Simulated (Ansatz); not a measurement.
Reactions of CH8OSSi2, SMILES `CS[SiH2]O[SiH3]`.

Isolated molecules relaxed with PBE0-D4/def2-TZVP in Ansatz; ΔE leaves out vibrations. CCSD(T)/CBS adds triple-zeta CCSD(T) − MP2 to the extrapolated MP2 energy (def2 sets, frozen cores). This one scheme is used for every species. Functionals use def2-TZVPP. B3LYP here is the variant with VWN-RPA as its local correlation; programs differ in this. Triplets are unrestricted, without spin–orbit coupling. def2 core potentials past Kr. For Sn outer-core shells are correlated without core-valence functions, which leaves a few kJ/mol of doubt a bond. One conformer a species, not always the lowest.

```json
{"reaction": "`CS[SiH2]O[SiH3]` + `[OH][SnH2][Cl]` → `[SiH3][O][SnH2][Cl]` + `CS[SiH2]O`", "B3LYP-D4 (kcal/mol)": "0.8"}
{"reaction": "`CS[SiH2]O[SiH3]` → `CO[SiH]([SiH3])S`", "B3LYP-D4 (kcal/mol)": "33.3"}
{"reaction": "`CS[SiH2]O[SiH3]` + H₂S → `CS[SiH2]S` + `O[SiH3]`", "B3LYP-D4 (kcal/mol)": "13.6"}
{"reaction": "`CS[SiH2]O[SiH3]` + `BCl` → `CS[SiH2]BCl` + `O[SiH3]`", "B3LYP-D4 (kcal/mol)": "33.2"}
{"reaction": "`CS[SiH2]O[SiH3]` → `[SiH3]OCS[SiH3]`", "B3LYP-D4 (kcal/mol)": "48.4"}
{"reaction": "`CS[SiH2]O[SiH3]` + `OBF` → `FBO[SiH3]` + `CS[SiH2]O`", "B3LYP-D4 (kcal/mol)": "5.2"}
{"reaction": "`CS[SiH2]O[SiH3]` + `N=C(N)S` → `CSC(=N)N` + `[SiH3]O[SiH2]S`", "B3LYP-D4 (kcal/mol)": "-1.4"}
{"reaction": "`CS[SiH2]O[SiH3]` + `F[SiH]1CC1` → `F[SiH2]O[SiH3]` + `CS[SiH]1CC1`", "B3LYP-D4 (kcal/mol)": "-4.2"}
{"reaction": "`CS[SiH2]O[SiH3]` → `C[Si](O)([SiH3])S`", "B3LYP-D4 (kcal/mol)": "10.5"}
{"reaction": "`CS[SiH2]O[SiH3]` → `[CH2]` (triplet) + `[SiH3]O[SiH2]S`", "B3LYP-D4 (kcal/mol)": "100.0"}
```

(1) Give the CCSD(T)/CBS values in the same order. (Estimate.)

Largest T1 diagnostic: 0.014, for `N=C(N)S`.

Results:

(1) Computed: 0.0, 34.9, 12.9, 32.7, 49.8, 4.8, -1.6, -4.9, 10.4, 101.3 kcal/mol.
